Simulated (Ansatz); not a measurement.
`BN1[SiH2][SiH]1Cl` + `BO` → `BOB` + `Cl[SiH]1N[SiH2]1` at 298.15 K and 1 bar (ligand exchange at a B–N bond).

Isolated molecules relaxed with PBE0-D4/def2-TZVP in Ansatz; ΔE leaves out vibrations. CCSD(T)/CBS is the MP2 limit (def2-TZVPP, def2-QZVPP) plus CCSD(T) − MP2 in def2-TZVPP, frozen cores. This one scheme is used for every species.

```
            species  CCSD(T)/CBS energy (Eh)  H − E (kJ/mol)  S (J/(mol·K))
`BN1[SiH2][SiH]1Cl`              -1120.50903           165.8          353.1
               `BO`               -101.80414           103.5          230.4
              `BOB`               -127.21702           136.1          262.9
 `Cl[SiH]1N[SiH2]1`              -1095.09347           131.5          319.7
```

H − E and S are ideal-gas, rigid-rotor, harmonic terms from PBE0-D4/def2-TZVP, for one conformer and one mirror image of each species. 1 Eh = 2625.50 kJ/mol, R = 8.31446 J/(mol·K).

By hand: ΔE, ΔH, ΔS and ΔG.

ΔE = (-127.21702) + (-1095.09347) − (-1120.50903) − (-101.80414) = 0.00268 Eh = 7.0 kJ/mol. Δ(H − E) = 136.1 + 131.5 − 165.8 − 103.5 = -1.7, so ΔH = 5.3 kJ/mol. ΔS = 262.9 + 319.7 − 353.1 − 230.4 = -0.9 J/(mol·K). ΔG = 5.3 − 298.15 × (-0.9)/1000 = 5.6 kJ/mol.

By hand: the equilibrium constant, and the temperature at which ΔG would vanish if ΔH and ΔS stayed fixed.

log₁₀ K = −ΔG/(RT ln 10) = -1.0. ΔH and −TΔS have one sign here, so there is no such temperature. One of them is within its doubt of zero, so this could turn.

The number of gas molecules stays the same, so ΔS is small and ΔH decides. The sign of ΔG lies within the doubt. A doubt of 5 kJ/mol in ΔE shifts log₁₀ K by 0.9 here. Other conformers and mirror images would add mixing entropy, several J/(mol·K) or more a flexible species. These are equilibria of isolated gas molecules and say nothing of rates. Largest T1 diagnostic: 0.014 (customary marks: 0.02 for closed shells, 0.045 for open ones).
